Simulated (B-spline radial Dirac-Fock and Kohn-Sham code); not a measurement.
## Satellites and hypersatellites of the K lines of Cs²⁷⁺

System: the Cs²⁷⁺ ion, configuration [Ar] 3d10.

The run's input, task.json:

```json
{"items": [{
  "Z": 55,
  "q": 27,
  "cfg": [[1, 0, 2], [2, 0, 2], [2, 1, 6], [3, 0, 2], [3, 1, 6], [3, 2, 10]],
  "A": 133,
  "rrms": 4.8041,
  "do": ["binding", "quiet", "double"]
}]}
```

Run with: `python xray_run.py task.json out`

These are calculated numbers from a B-spline atomic structure program; the model is ΔSCF Dirac-Fock with Breit, self-energy and vacuum polarisation, finite nucleus, configuration average. Each two-hole energy is an average over J within one jj subconfiguration, not an observable level; in light atoms, where LS coupling holds, the j-resolved values are not observed lines, and for a K spectator the Kα1 hypersatellite is nearly forbidden. No correlation.

Lines without a spectator: Kα2 (K-L2) 30647.7 eV, Kα1 (K-L3) 30997.3 eV, Kβ3 (K-M2) 35002.7 eV, Kβ1 (K-M3) 35074.1 eV. Shifts in eV with one spectator hole (a dash: not computed, or left out as unreliable):

```tsv
spectator hole	Kα2	Kα1	Kβ3	Kβ1
K (1s)	+652.0	+677.8	+838.6	+844.5
L2 (2p1/2)	+76.0	+96.8	–	+202.9
L3 (2p3/2)	+71.0	+72.5	+175.1	–
M2 (3p1/2)	–	+14.22	+33.0	+38.7
M3 (3p3/2)	+10.32	–	+32.8	+32.6
M4 (3d3/2)	+3.82	+0.83	–	–
M5 (3d5/2)	-0.05	+2.57	–	–
```

With n spectator holes in 2p, averaged over the 2p shell (energies in eV):

```
n     KαLⁿ   step  hypersatellite KαʰLⁿ
0  30880.7      –               31549.9
1  30959.6  +78.8               31630.4
2  31039.8  +80.3               31712.3
3  31121.5  +81.7               31795.6
4  31204.7  +83.2               31880.4
5  31289.3  +84.6               31966.7
```
